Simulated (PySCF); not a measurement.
Input for PySCF: R-M06-2X/def2-TZVPPD on N2 (SMILES N#N).

```python
from pyscf import gto, dft

mol = gto.M(
    atom='''
    N     0.10168156    0.11003442   -1.00507190
    N     0.21013912    0.11946585    0.08007301
    ''',
    basis='def2-tzvppd',
    charge=0, spin=0, verbose=4, max_memory=1800)
mf = dft.RKS(mol, xc='m062x').density_fit(auxbasis='def2-universal-jkfit')
mf.grids.level = 4
mf.conv_tol = 1e-9
mf.max_cycle = 150
mf.kernel()
mf.dip_moment()
```

Q: Predict the final total energy.

A: -109.5363 hartree.
